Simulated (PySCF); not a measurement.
Predicted spectroscopic data

PySCF 2.14 calculation with σ from GIAO-PBE0/pcSseg-1 and GFN2-xTB geometry; a single conformation, fast rotation and ring inversion assumed for equivalent nuclei, no relativistic terms, gas phase.

δ = σ(ref) − σ, references computed at the same level: ¹H (σref 31.72) and ¹³C (σref 186.93) vs TMS. Splittings of carbon signals by F and P are missing where no couplings were computed. Where no couplings were computed, multiplicities follow the n + 1 count of equivalent neighbours, and m marks all less simple cases (inequivalent or close neighbours, rings, F or P nearby). Acid and N–H amide carbonyl carbons lie up to 10 ppm further downfield in solution (hydrogen bonding). Shifts are as computed. Against solution values, carbons near 30 ppm lie about +3 ppm off and those near 130 ppm about +5 ppm. Of 1211 compounds with measured shifts, 218 miss one by over three times the rms of a fit or turn the order of signals round; such compounds aren't used in these exercises. OH and NH positions are gas-phase values without hydrogen bonding to other molecules.

Compound 1 (C$_{6}$H$_{6}$FNO$_{2}$). ¹H NMR (500 MHz, computed): δ 8.21 (d, 1H), 7.22 (m, 1H), 6.73 (d, 1H), 6.13 (m, 1H), 5.28 (m, 1H), 4.61 (br, 1H). ¹³C{¹H} NMR (computed): δ 159.4 (CH), 157.6 (C), 148.9 (CH), 137.4 (CH), 110.2 (CH), 41.4 (CH). Structure: `FC1=COC=C[C@H]1NC=O`.

Compound 2 (C$_{4}$H$_{12}$Si$_{3}$). ¹H NMR (500 MHz, computed): δ 4.52 (m, 1H), 4.28 (m, 1H), 4.24 (s, 3H), 4.02 (d, 3H), 1.27 (d, 3H), 0.51 (m, 1H). ¹³C{¹H} NMR (computed): δ 119.0, 114.6, 14.3, 1.9. Structure: `C[C@H]([SiH3])[SiH2]C#C[SiH3]`.
